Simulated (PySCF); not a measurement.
## HBr: input and log

State: triplet, unpaired electrons σ ↑, π ↑, a second solution, started from another occupation.

An equivalent input (the run itself took its basis sets from the Basis Set Exchange, started from a PBE0 density and held the occupation σ 9α 8β, πx 4α 3β, πy 4α 4β, δx 1α 1β, δy 1α 1β):

```python
from pyscf import gto, dft
mol = gto.M(atom='H 0 0 0; Br 0 0 1.422', basis={'H': 'def2-TZVPPD', 'Br': 'def2-TZVPPD'},
            charge=0, spin=2, verbose=4, symmetry='C2v')
mf = dft.UKS(mol, xc='PBE0')
mf.grids.atom_grid = (80, 434)
mf.grids.prune = dft.gen_grid.treutler_prune
mf.irrep_nelec = {'A1': (10, 9), 'A2': (1, 1), 'B1': (4, 3), 'B2': (4, 4)}
mf.conv_tol = 1e-9
mf.max_cycle = 60
mf.diis_space = 10
mf.kernel()
```

The log (some set-up lines and the per-cycle HOMO/LUMO lines removed):

```
******** <class 'pyscf.dft.uks_symm.SymAdaptedUKS'> ********
method = SymAdaptedUKS
damping factor = 0
level_shift factor = 0
DIIS = <class 'pyscf.scf.diis.CDIIS'>
diis_start_cycle = 1
diis_space = 10
diis_damp = 0
SCF conv_tol = 1e-09
SCF conv_tol_grad = None
SCF max_cycles = 60
number electrons alpha = 19  beta = 17
Set gradient conv threshold to 3.16228e-05
init E= -2574.23598032524
cycle= 1 E= -2574.23266683144  delta_E= 0.00331  |g|= 0.00326  |ddm|= 0.0643
cycle= 2 E= -2574.23267052877  delta_E= -3.7e-06  |g|= 0.00262  |ddm|= 0.00758
cycle= 3 E= -2574.23267504604  delta_E= -4.52e-06  |g|= 0.000208  |ddm|= 0.00906
cycle= 4 E= -2574.23267515292  delta_E= -1.07e-07  |g|= 8.25e-05  |ddm|= 0.00354
cycle= 5 E= -2574.23267516116  delta_E= -8.25e-09  |g|= 4.1e-05  |ddm|= 0.000663
cycle= 6 E= -2574.23267516179  delta_E= -6.25e-10  |g|= 6.86e-06  |ddm|= 0.000163
Extra cycle  E= -2574.23267516186  delta_E= -7.41e-11  |g|= 3.78e-06  |ddm|= 4.57e-05
converged SCF energy = -2574.23267516186  <S^2> = 2.0042948  2S+1 = 3.0028619
```

A point of this curve took 1.2 CPU seconds beside 0.3 for the integrals, on Intel Xeon Platinum 8488C (shared host).

Spin–orbit coupling is left out. Counting both spins, an empty level lies below a filled one in this solution, because spin and occupation are held.
